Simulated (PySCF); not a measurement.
BrCdF. Atoms are numbered in the order given.

```xyz
3

Cd     0.0000     0.0000    -0.7249
F      0.0000     0.0000    -2.6718
Br     0.0000     0.0000     1.6812
```
Charge 0, spin multiplicity 1.

Coordinates come from a B3LYP-D3(BJ)/def2-TZVP optimisation. The def2 effective core potentials stand for the cores of Cd; spin–orbit coupling is left out.

Computed with PBE/def2-TZVPD (PySCF).

Mulliken values depend strongly on the basis, most of all with diffuse functions as here. ESP charges are fitted to the potential on shells at 1.4 to 2.0 van der Waals radii. Atomic charges (e):

| atom | Mulliken | ESP fit |
|---|---|---|
| Cd1 | 0.81 | 0.74 |
| F2 | -0.58 | -0.44 |
| Br3 | -0.23 | -0.30 |
